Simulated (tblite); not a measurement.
A geometry optimisation, step by step.

Species: C3H5BCl2Si.
Atom-mapped SMILES: `[SiH3:1][CH:2]=[C:3]=[CH:4][B:5]([Cl:6])[Cl:7]` (hydrogens: H8, H9, H10 on Si1; H11 on C2; H12 on C4)

Computed with GFN2-xTB (tblite), gas phase: L-BFGS steps from a force-field or distance-geometry start until the largest atomic force falls under 0.01 eV/Å. 7 of its 85 geometries are shown.

Step 0: E = -571.6397 eV, largest atomic force 2.971 eV/Å
```
atom  x, y, z in Å  |  force x, y, z in eV/Å
Si1    -2.115   -0.192    0.412   -1.510  -0.076   0.703
C2     -0.934    0.532   -0.793    2.524  -1.487   0.493
C3      0.271    0.002   -0.746   -2.218   1.335  -0.670
C4      1.449   -0.513   -0.701    0.970   0.181   0.868
B5      2.396    0.091    0.378    0.792   0.822   0.926
Cl6     2.697   -0.663    2.023   -0.215   0.735  -1.686
Cl7     3.065    1.798    0.085   -0.586  -1.672   0.433
H8     -2.740    0.964    1.111    0.071  -0.297  -0.133
H9     -1.498   -1.071    1.405    0.064   0.027  -0.123
H10    -3.138   -0.933   -0.370    0.168   0.123   0.220
H11    -1.111    1.300   -1.472   -0.444   1.026  -0.769
H12     1.659   -1.316   -1.358    0.383  -0.717  -0.263
```

Step 14: E = -572.1244 eV, largest atomic force 0.141 eV/Å
```
atom  x, y, z in Å  |  force x, y, z in eV/Å
Si1    -2.172   -0.171    0.419   -0.058   0.002   0.019
C2     -0.897    0.523   -0.798   -0.049  -0.059   0.021
C3      0.293    0.021   -0.865    0.000   0.137   0.032
C4      1.481   -0.491   -0.677   -0.100   0.002   0.043
B5      2.427    0.148    0.387   -0.046  -0.073  -0.046
Cl6     2.758   -0.673    1.867    0.094  -0.041  -0.065
Cl7     3.066    1.725    0.163    0.003   0.072   0.045
H8     -2.805    0.959    1.112    0.039  -0.037  -0.050
H9     -1.504   -1.057    1.369    0.004   0.015  -0.008
H10    -3.186   -0.917   -0.338    0.029   0.044   0.010
H11    -1.224    1.321   -1.450    0.091  -0.085  -0.058
H12     1.763   -1.389   -1.214   -0.007   0.022   0.058
```

Step 28: E = -572.2688 eV, largest atomic force 0.230 eV/Å
```
atom  x, y, z in Å  |  force x, y, z in eV/Å
Si1    -2.240   -0.121    0.366    0.043  -0.078   0.070
C2     -0.966    0.494   -0.901   -0.073  -0.049  -0.017
C3      0.264    0.133   -0.778   -0.084   0.030  -0.048
C4      1.423   -0.399   -0.474    0.039  -0.099   0.015
B5      2.531    0.156    0.422    0.043   0.125   0.087
Cl6     3.415   -0.950    1.424    0.067   0.077  -0.074
Cl7     2.927    1.833    0.480   -0.036   0.015   0.084
H8     -2.821    1.023    1.069   -0.016   0.031  -0.050
H9     -1.528   -0.989    1.308   -0.076   0.027  -0.037
H10    -3.280   -0.869   -0.356    0.069   0.079   0.023
H11    -1.320    1.084   -1.732    0.065   0.049   0.037
H12     1.596   -1.396   -0.854   -0.041  -0.207  -0.091
```

Step 42: E = -572.3666 eV, largest atomic force 0.284 eV/Å
```
atom  x, y, z in Å  |  force x, y, z in eV/Å
Si1    -2.283   -0.040    0.353    0.003  -0.019   0.033
C2     -0.927    0.459   -0.875   -0.018  -0.165  -0.053
C3      0.259    0.006   -0.688    0.015   0.007   0.027
C4      1.403   -0.543   -0.347    0.130  -0.067  -0.029
B5      2.550    0.146    0.390    0.159  -0.020   0.234
Cl6     4.022   -0.728    0.724   -0.165   0.085  -0.076
Cl7     2.449    1.774    0.987   -0.062  -0.116  -0.119
H8     -2.802    1.200    0.928   -0.064  -0.019   0.051
H9     -1.694   -0.943    1.347   -0.074   0.111  -0.025
H10    -3.306   -0.752   -0.422   -0.002   0.063   0.030
H11    -1.202    0.997   -1.765   -0.030   0.086  -0.014
H12     1.534   -1.576   -0.658    0.109   0.055  -0.061
```

Step 56: E = -572.4081 eV, largest atomic force 0.084 eV/Å
```
atom  x, y, z in Å  |  force x, y, z in eV/Å
Si1    -2.300   -0.013    0.364   -0.049   0.038   0.017
C2     -0.883    0.401   -0.825   -0.079  -0.014  -0.026
C3      0.282   -0.120   -0.686    0.066   0.014  -0.001
C4      1.461   -0.636   -0.410    0.023   0.047  -0.045
B5      2.524    0.121    0.391    0.029  -0.034   0.032
Cl6     4.081   -0.573    0.683   -0.018  -0.011  -0.010
Cl7     2.209    1.702    1.021   -0.014   0.012   0.014
H8     -2.821    1.239    0.916    0.007   0.011  -0.028
H9     -1.799   -0.880    1.423    0.008  -0.037   0.022
H10    -3.333   -0.685   -0.431    0.007   0.010   0.016
H11    -1.112    1.056   -1.651    0.013  -0.033   0.010
H12     1.694   -1.611   -0.821    0.007  -0.002   0.000
```

Step 70: E = -572.4133 eV, largest atomic force 0.043 eV/Å
```
atom  x, y, z in Å  |  force x, y, z in eV/Å
Si1    -2.309   -0.008    0.375    0.009  -0.019  -0.014
C2     -0.895    0.362   -0.833    0.013  -0.001   0.010
C3      0.290   -0.116   -0.691   -0.019   0.004   0.009
C4      1.482   -0.609   -0.434    0.014   0.015  -0.038
B5      2.538    0.126    0.396   -0.027   0.004   0.023
Cl6     4.083   -0.589    0.692    0.003   0.010  -0.005
Cl7     2.210    1.686    1.073    0.011  -0.010   0.005
H8     -2.803    1.272    0.886    0.017  -0.006   0.009
H9     -1.827   -0.881    1.442    0.001   0.026   0.000
H10    -3.360   -0.672   -0.402   -0.017  -0.005  -0.003
H11    -1.135    1.003   -1.667    0.004  -0.004  -0.006
H12     1.728   -1.573   -0.864   -0.009  -0.013   0.009
```

Step 84: E = -572.4142 eV, largest atomic force 0.007 eV/Å
```
atom  x, y, z in Å  |  force x, y, z in eV/Å
Si1    -2.312   -0.004    0.371   -0.004   0.004   0.002
C2     -0.895    0.350   -0.839   -0.001   0.001  -0.002
C3      0.289   -0.125   -0.690    0.002   0.001  -0.003
C4      1.485   -0.610   -0.436   -0.002  -0.002   0.003
B5      2.535    0.126    0.401   -0.003  -0.001   0.000
Cl6     4.103   -0.558    0.650   -0.003  -0.003   0.000
Cl7     2.186    1.657    1.128   -0.005   0.005   0.002
H8     -2.785    1.284    0.879    0.005  -0.004  -0.002
H9     -1.833   -0.865    1.448    0.007   0.000   0.002
H10    -3.374   -0.664   -0.394    0.001   0.002   0.000
H11    -1.132    0.984   -1.680    0.000  -0.002   0.002
H12     1.734   -1.575   -0.864    0.002   0.000  -0.002
```

Task: Summarise the path.

Result: The energy falls by 17.86 kcal/mol from step 0 to step 84; nine tenths of that is first reached at step 39. It falls at every step. The largest force goes from 2.971 to 0.007 eV/Å. Among the bonds B5–Cl7 changes most, from 1.857 to 1.731 Å; the atoms move by 0.757 Å rms after alignment.

The cost below is that of the whole relaxation. Time: 0.66 s. Hardware: an Arm Neoverse V1 with one thread, no GPU, shared host.
